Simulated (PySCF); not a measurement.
A structure optimised at PBE-D3(BJ)/def2-SVP, used in a PySCF frequency run:

```
Si
N 1 1.7580
H 2 1.0242 1 117.32
H 2 1.0248 3 109.18 1 -137.41
H 1 1.5069 2 105.46 3 41.86
C 1 1.8924 5 110.18 2 -116.29
H 6 1.1115 1 110.54 5 -160.65
H 6 1.1115 7 106.41 1 -117.83
Si 6 1.8985 7 108.90 8 -118.12
H 9 1.5032 6 110.91 7 -49.98
H 9 1.5039 10 109.30 6 122.43
H 9 1.5083 10 107.75 11 117.20
Si 1 2.3686 5 108.33 2 125.41
H 13 1.5102 1 112.28 5 -56.92
H 13 1.5123 14 107.28 1 119.98
Si 13 2.3533 14 109.51 15 117.26
H 16 1.5064 13 112.90 14 -57.02
H 16 1.5069 17 108.39 13 -122.01
H 16 1.5076 17 108.34 18 -116.85
```

Question: Write its SMILES and formula.

Answer: N[Si@@H](C[SiH3])[SiH2][SiH3], CH13NSi4

Question: What are its rotational constants (standard atomic weights)?

Answer: 2.2595, 0.64846, 0.53283 GHz
